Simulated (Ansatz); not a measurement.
`[OH][GeH2][SiH2]S`, charge 0, multiplicity 1.

Problem. Give a relaxed structure at PBE0-D4/def2-TZVP (Ansatz 0.2.0). (Estimate.)

Solution. Computed: 
Z-matrix (Å, degrees):
```
Ge
Si 1 2.382
O 1 1.798 2 100.0
H 1 1.544 2 114.0 3 115.9
H 1 1.544 2 115.8 3 -116.7
S 2 2.136 1 105.3 3 -36.3
H 2 1.487 1 110.3 3 85.9
H 2 1.485 1 112.0 3 -153.4
H 3 0.959 1 113.4 2 171.7
H 6 1.348 2 92.6 1 32.1
```
This is one stationary point; other conformers may exist.
